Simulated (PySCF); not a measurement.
C$_{3}$H$_{6}$S, SMILES `C1C(C1)S` (H–S–C–C torsion 37°), neutral singlet in the gas phase. 

Z-matrix (Å, degrees):
```
C
H 1 1.0840
C 1 1.4920 2 117.13
H 3 1.0832 1 117.43 2 -144.86
H 3 1.0833 4 114.40 1 -145.29
C 1 1.4920 2 117.13 3 69.04
H 6 1.0832 1 117.43 2 144.86
H 6 1.0833 7 114.40 1 145.29
S 1 1.7859 2 109.09 3 -145.48
H 9 1.3426 1 96.40 2 180.00
```
Charge 0, spin multiplicity 1.

All levels are single points at this geometry (PBE0-D3(BJ)/def2-TZVP); Pople sets use spherical d functions. Orbital energies aren't observables, and empty levels follow the basis.

BP86/6-31G* in PySCF gives gap (eV) = 5.01.

Estimate the gap (eV) from each of these levels: PBE0-D3(BJ)/def2-TZVP in PySCF; ωB97X-D3(BJ)/def2-TZVP in PySCF; B3LYP/3-21G in PySCF; B3LYP/6-31G* in PySCF; HF/6-31G* in PySCF.


| level | gap (eV) |
|---|---|
| PBE0-D3(BJ)/def2-TZVP in PySCF | 6.96 |
| ωB97X-D3(BJ)/def2-TZVP in PySCF | 11.48 |
| B3LYP/3-21G in PySCF | 7.21 |
| B3LYP/6-31G* in PySCF | 6.77 |
| HF/6-31G* in PySCF | 13.88 |
